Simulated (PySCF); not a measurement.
Two-photon absorption: `InChI=1S/C3H2BrN/c1-5-3-2-4/h2-3H/b3-2+`

Cartesian coordinates in Å; atom numbers follow the order of the lines, from 1:
```xyz
7

C    -2.5689   -0.2613    0.0345
N    -1.4472    0.0631    0.0149
C    -0.1560    0.4607   -0.0081
C     0.8423   -0.4188   -0.0093
Br    2.6420    0.1165   -0.0412
H     0.0008    1.5314   -0.0252
H     0.6902   -1.4869    0.0074
```

Computed, not measured: PySCF 2.14.0, TDDFT B3LYP/def2-SVPD excited states, vertical, gas phase. Geometry: GFN2-xTB.

The calculation is non-relativistic, which matters for the atoms heavier than Zn. Singlets 1 and 2 lie within 0.01 eV of each other, so their separate moments and overlaps can depend on how they mix.

How strongly do the lowest singlets absorb one photon, and two photons of half the energy?

δ for parallel linear polarisation; σ at the peak of a Lorentzian of half width 0.1 eV, single beam; Ω is circular over linear.
| state | E (eV) | f | photon λ (nm) | δ (au) | σ (GM) | Ω | main |
| --- | --- | --- | --- | --- | --- | --- | --- |
| S1 | 5.42 | 0.001 | 458 | 3.02 | 0.03 | 1.50 | HOMO→LUMO+1 0.99 |
| S2 | 5.42 | 0.413 | 457 | 303 | 3.27 | 0.78 | HOMO→LUMO 0.94 |
| S3 | 5.65 | 0.000 | 439 | 0.27 | 0.00 | 1.50 | HOMO−1→LUMO 0.95 |
| S4 | 5.99 | 0.017 | 414 | 12.4 | 0.16 | 1.50 | HOMO−2→LUMO 0.95 |
| S5 | 6.55 | 0.000 | 378 | 5.06 | 0.08 | 1.34 | HOMO−1→LUMO+1 0.90 |

Among these, the strongest one-photon state is S2, the strongest two-photon state S2, with a dipole change of 3.4 D (relaxed, norm of the difference vector).
